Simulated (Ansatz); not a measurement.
The Sb1–Sb2 bond of Sb2 is stretched (multiplicity 1).


Correlated levels freeze the cores. Filled d and f shells under p-block atoms count as core.

Codes used: Ansatz (an electronic-structure program). Each number belongs to the level named beside it. In def2 rows elements past Kr take small-core potentials, without spin–orbit coupling.

FIC-MRCISD+Q on CASSCF(10,8)/def2-TZVPP, total energies (hartree):

```tsv
R (Å)	CASSCF	MRCISD	weight c² of the reference
2.488	-478.628275	-478.781909	0.91176
4.354	-478.553439	-478.693526	0.91083
9.952	-478.550846	-478.689112	0.91161
```

Problem. Add the Davidson correction (E_MRCISD − E_CASSCF)(1 − c²)/c² and give the energies above the first point at the three levels.

Solution. 
Corrections (hartree): -0.014868, -0.013715, -0.013406. Above the first point (kcal/mol):
- R = 4.354 Å: CASSCF 47.0, MRCISD 55.5, with the correction 56.2
- R = 9.952 Å: CASSCF 48.6, MRCISD 58.2, with the correction 59.1
